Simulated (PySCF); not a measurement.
**How methods differ on the excitation energy of Tl²⁺**

Tl²⁺ [Xe] 4f14 5d10 6s1 (2S) → Tl²⁺ [Xe] 4f14 5d9 6s1 6p1 (high-spin determinant), as a difference of total energies. All numbers are calculated (PySCF 2.14, the spin-free X2C one-electron Hamiltonian (Gaussian nucleus), in x2c-TZVPPall with one added diffuse shell each of s, p, d, f type (12s8p7d4f, 99 functions)). Correlated levels: valence and next inner shell: [Kr] 4d10 4f14 frozen. The calculations carry no spin-orbit coupling.

```
                                method  excitation energy (eV)
                                   UHF                  16.093
                                   LDA                  17.391
                                   PBE                  17.144
                                  PBE0                  17.103
                                r2SCAN                  17.038
    MP2 (valence and next inner shell)                  17.228
SCS-MP2 (valence and next inner shell)                  17.194
```

Q: How much does correlation contribute at MP2 (valence and next inner shell)?

A: 17.228 − (16.093) = 1.135 eV, measured against UHF.

A first-order spin-orbit estimate (lowest level to lowest level, LS coupling) adds -0.257 eV.

The determinant of the upper state mixes LS terms, which raises its energy above the lowest term, most at the Hartree-Fock and MP2 levels.
